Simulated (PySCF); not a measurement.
A structure optimised at TPSSh-D3(BJ)/def2-SVP, used in a PySCF frequency run:

```
C
H 1 1.1023
H 1 1.1023 2 107.11
O 1 1.4397 2 108.92 3 117.65
C 4 1.3505 1 115.86 2 -58.25
O 5 1.2097 4 123.19 1 0.00
C 5 1.5088 6 125.87 4 180.00
H 7 1.0959 5 109.50 6 0.00
H 7 1.1005 8 110.15 5 120.91
H 7 1.1005 8 110.15 9 118.18
C 1 1.5173 2 111.99 3 -123.14
H 11 1.1037 1 108.86 2 -177.70
H 11 1.1037 12 106.52 1 -117.23
C 11 1.5313 12 110.00 13 -119.18
H 14 1.1046 11 109.29 12 -179.28
H 14 1.1046 15 106.01 11 -117.68
C 14 1.5288 15 109.53 16 -118.09
H 17 1.1011 14 111.33 15 57.93
H 17 1.1024 18 107.79 14 -122.09
H 17 1.1024 18 107.79 19 -115.82
```
Charge 0, spin multiplicity 1.

Write its SMILES, formula and point group.

CCCCOC(C)=O, C₆H₁₂O₂, Cs

What are its rotational constants (standard atomic weights)?

7.0018, 0.70968, 0.65764 GHz
